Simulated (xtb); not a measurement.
Cl5Ta, charge -1, doublet, from a rough starting geometry (GFN-xTB shapes and energies of metal compounds can be far from the true ones) (the multiplicity is a formal guess); GFN2-xTB (xtb).

Input for xtb:
```
$ xtb mol.xyz --gfn 2 --chrg -1 --uhf 1 --opt vtight --json

# file mol.xyz
6

Ta    -0.00736072     0.07552816    -0.01601182
Cl     1.57220500    -0.61653018     1.55585411
Cl    -1.60780835     0.58228129    -1.55055009
Cl     0.21149390     2.17821271     0.61379389
Cl     1.18263082    -0.97443308    -1.64484168
Cl    -1.51452770    -1.22145108     1.05127274
```

Output, abridged:

```
   ID    Z sym.   atoms
    1   73 Ta     1
    2   17 Cl     2-6

           -------------------------------------------------
          |                Calculation Setup                |
           -------------------------------------------------

           -------------------------------------------------
          |                 G F N 2 - x T B                 |
           -------------------------------------------------

          ...................................................
          :                      SETUP                      :
          :.................................................:
          :  # basis functions                  60          :
          :  # atomic orbitals                  54          :
          :  # shells                           18          :
          :  # electrons                        41          :
          :  max. iterations                   250          :
          :  Hamiltonian                  GFN2-xTB          :
          :  restarted?                      false          :
          :  GBSA solvation                  false          :
          :  PC potential                    false          :
          :  electronic temp.          300.0000000     K    :
          :  accuracy                    1.0000000          :
          :  -> integral cutoff          0.2500000E+02      :
          :  -> integral neglect         0.1000000E-07      :
          :  -> SCF convergence          0.1000000E-05 Eh   :
          :  -> wf. convergence          0.1000000E-03 e    :
          :  Broyden damping             0.4000000          :
          :  net charge                         -1          :
          :  unpaired electrons                  1          :
          ...................................................

 iter      E             dE          RMSdq      gap      omega  full diag
   1    -25.2762895 -0.252763E+02  0.731E+00    0.18       0.0  T
   2    -25.2824179 -0.612833E-02  0.418E+00    0.11       1.0  T
   3    -25.2825406 -0.122761E-03  0.131E+00    0.08       1.0  T
   4    -25.2834993 -0.958674E-03  0.132E+00    0.07       1.0  T
   5    -25.2847505 -0.125126E-02  0.604E-01    0.08       1.0  T
   6    -25.2848204 -0.698380E-04  0.279E-01    0.07       1.0  T
   7    -25.2848312 -0.108585E-04  0.912E-02    0.08       1.0  T
   8    -25.2848412 -0.995458E-05  0.691E-02    0.08       1.0  T
   9    -25.2848432 -0.196952E-05  0.164E-02    0.08       2.5  T
  10    -25.2848437 -0.561592E-06  0.956E-03    0.08       4.3  T
  11    -25.2848439 -0.184699E-06  0.783E-03    0.08       5.2  T
  12    -25.2848440 -0.105682E-06  0.323E-03    0.08      12.6  T
  13    -25.2848440 -0.496235E-08  0.137E-03    0.08      29.7  T
  14    -25.2848440 -0.903750E-09  0.836E-04    0.08      48.8  T
  15    -25.2848440 -0.127604E-08  0.317E-04    0.08     128.7  T

   *** convergence criteria satisfied after 15 iterations ***

         :::::::::::::::::::::::::::::::::::::::::::::::::::::
         ::                     SUMMARY                     ::
         :::::::::::::::::::::::::::::::::::::::::::::::::::::
         :: total energy             -25.267193992138 Eh    ::
         :: gradient norm              0.043147190741 Eh/a0 ::
         :: HOMO-LUMO gap              0.076097838801 eV    ::
         ::.................................................::
         :: SCC energy               -25.284833523954 Eh    ::
         :: -> isotropic ES            0.130451480974 Eh    ::
         :: -> anisotropic ES         -0.008354809126 Eh    ::
         :: -> anisotropic XC         -0.007614560910 Eh    ::
         :: -> dispersion             -0.009438087257 Eh    ::
         :: repulsion energy           0.017639531816 Eh    ::
         :: add. restraining           0.000000000000 Eh    ::
         :: total charge              -1.000000000000 e     ::
         :::::::::::::::::::::::::::::::::::::::::::::::::::::

      -----------------------------------------------------------
     |                   =====================                   |
     |                        A N C O P T                        |
     |                   =====================                   |
     |               Approximate Normal Coordinate               |
     |                Rational Function Optimizer                |
      -----------------------------------------------------------
      -----------------------------------------------------------
     |                   =====================                   |
     |                        A N C O P T                        |
     |                   =====================                   |
     |               Approximate Normal Coordinate               |
     |                Rational Function Optimizer                |
      -----------------------------------------------------------

          ...................................................
          :                      SETUP                      :
          :.................................................:
          :   optimization level         verytight          :
          :   max. optcycles                   200          :
          :   ANC micro-cycles                  20          :
          :   degrees of freedom                12          :
          :.................................................:
          :   RF solver                   davidson          :
          :   write xtbopt.log                true          :
          :   linear?                        false          :
          :   energy convergence         0.1000000E-06 Eh   :
          :   grad. convergence          0.2000000E-03 Eh/α :
          :   maxmium RF displ.          1.0000000          :
          :   Hlow (freq-cutoff)         0.1000000E-01      :
          :   Hmax (freq-cutoff)         5.0000000          :
          :   S6 in model hess.         20.0000000          :
          ...................................................

[...]
 * total energy  :   -25.2754032 Eh     change       -0.2622312E-04 Eh
 * total energy  :   -25.2754605 Eh     change       -0.5729103E-04 Eh
 * total energy  :   -25.2755458 Eh     change       -0.8532752E-04 Eh
 * total energy  :   -25.2755614 Eh     change       -0.1562891E-04 Eh
 * total energy  :   -25.2755763 Eh     change       -0.1484710E-04 Eh
 * total energy  :   -25.2755812 Eh     change       -0.4880015E-05 Eh
 * total energy  :   -25.2755840 Eh     change       -0.2833980E-05 Eh
 * total energy  :   -25.2755860 Eh     change       -0.1985084E-05 Eh
 * total energy  :   -25.2755876 Eh     change       -0.1596163E-05 Eh
 * total energy  :   -25.2755884 Eh     change       -0.8138038E-06 Eh
 * total energy  :   -25.2755887 Eh     change       -0.3578820E-06 Eh
 * total energy  :   -25.2755889 Eh     change       -0.1107242E-06 Eh
 * total energy  :   -25.2755889 Eh     change       -0.4116181E-07 Eh
   *** GEOMETRY OPTIMIZATION CONVERGED AFTER 17 ITERATIONS ***
[...]
   1    -25.2847745 -0.252848E+02  0.323E-04    0.15       0.0  T
   2    -25.2847745 -0.950848E-10  0.283E-04    0.15     144.4  T
   3    -25.2847745 -0.650111E-10  0.247E-04    0.15     165.5  T

   *** convergence criteria satisfied after 3 iterations ***

         :::::::::::::::::::::::::::::::::::::::::::::::::::::
         ::                     SUMMARY                     ::
         :::::::::::::::::::::::::::::::::::::::::::::::::::::
         :: total energy             -25.275588893396 Eh    ::
         :: gradient norm              0.000017673750 Eh/a0 ::
         :: HOMO-LUMO gap              0.154671037369 eV    ::
         ::.................................................::
         :: SCC energy               -25.284761250871 Eh    ::
         :: -> isotropic ES            0.128123137665 Eh    ::
         :: -> anisotropic ES         -0.006201913507 Eh    ::
         :: -> anisotropic XC         -0.004496415301 Eh    ::
         :: -> dispersion             -0.009104851922 Eh    ::
         :: repulsion energy           0.009172357475 Eh    ::
         :: add. restraining           0.000000000000 Eh    ::
         :: total charge              -1.000000000000 e     ::
         :::::::::::::::::::::::::::::::::::::::::::::::::::::

           -------------------------------------------------
          |                Property Printout                |
           -------------------------------------------------

    * Orbital Energies and Occupations

         #    Occupation            Energy/Eh            Energy/eV
      -------------------------------------------------------------
         1        2.0000           -0.9891891             -26.9172
       ...           ...                  ...                  ...
         9        2.0000           -0.3274656              -8.9108
        10        2.0000           -0.3268132              -8.8930
        11        2.0000           -0.3253739              -8.8539
        12        2.0000           -0.3234972              -8.8028
        13        2.0000           -0.3158092              -8.5936
        14        2.0000           -0.3138865              -8.5413
        15        2.0000           -0.3061218              -8.3300
        16        2.0000           -0.2921165              -7.9489
        17        2.0000           -0.2914347              -7.9303
        18        2.0000           -0.2905826              -7.9072
        19        2.0000           -0.2897330              -7.8840
        20        2.0000           -0.2887744              -7.8580
        21        0.9522           -0.1899165              -5.1679 (HOMO)
        22        0.0478           -0.1842324              -5.0132 (LUMO)
        23                         -0.1681470              -4.5755
        24                         -0.1508223              -4.1041
        25                         -0.0123641              -0.3364
        26                          0.0707216               1.9244
        27                          0.1445229               3.9327
        28                          0.1458046               3.9675
        29                          0.1460261               3.9736
        30                          0.1462205               3.9789
        31                          0.1464589               3.9853
        32                          0.1471766               4.0049
       ...                                ...                  ...
        54                          1.4591486              39.7055
      -------------------------------------------------------------
                  HL-Gap            0.0056841 Eh            0.1547 eV
             Fermi-level           -0.2132099 Eh           -5.8017 eV

     #   Z          covCN         q      C6AA      α(0)
     1  73 Ta       3.751     0.868   175.772    19.624
     2  17 Cl       0.752    -0.455   113.888    16.324
     3  17 Cl       0.752    -0.455   113.887    16.324
     4  17 Cl       0.759    -0.325   109.394    15.999
     5  17 Cl       0.759    -0.325   109.389    15.999
     6  17 Cl       0.753    -0.309   108.836    15.958

 Mol. C6AA /au·bohr⁶  :       4345.489988
 Mol. C8AA /au·bohr⁸  :     267256.822976
 Mol. α(0) /au        :        100.227851

Wiberg/Mayer (AO) data.
largest (>0.10) Wiberg bond orders for each atom

 ---------------------------------------------------------------------------
     #   Z sym  total        # sym  WBO       # sym  WBO       # sym  WBO
 ---------------------------------------------------------------------------
     1  73 Ta   4.686 --     5 Cl   1.030     4 Cl   1.030     6 Cl   1.027
                             3 Cl   0.800     2 Cl   0.800
     2  17 Cl   0.974 --     1 Ta   0.800
     3  17 Cl   0.974 --     1 Ta   0.800
     4  17 Cl   1.206 --     1 Ta   1.030
     5  17 Cl   1.207 --     1 Ta   1.030
     6  17 Cl   1.207 --     1 Ta   1.027
 ---------------------------------------------------------------------------

Topologies differ in total number of bonds
Writing topology from bond orders to xtbtopo.mol

molecular dipole:
                 x           y           z       tot (Debye)
 q only:        0.142       0.067      -0.067
   full:        0.217       0.130      -0.120       0.713
molecular quadrupole (traceless):
                xx          xy          yy          xz          yz          zz
 q only:       -1.263       4.047       3.236      -7.435       1.022      -1.973
  q+dip:       -1.972       4.380       4.308      -8.933       1.989      -2.336
   full:       -2.505       4.072       4.903      -9.295       2.839      -2.398

optimized geometry written to: xtbopt.xyz

           -------------------------------------------------
          | TOTAL ENERGY              -25.275588893396 Eh   |
          | GRADIENT NORM               0.000017673750 Eh/α |
          | HOMO-LUMO GAP               0.154671037369 eV   |
           -------------------------------------------------

normal termination of xtb
```
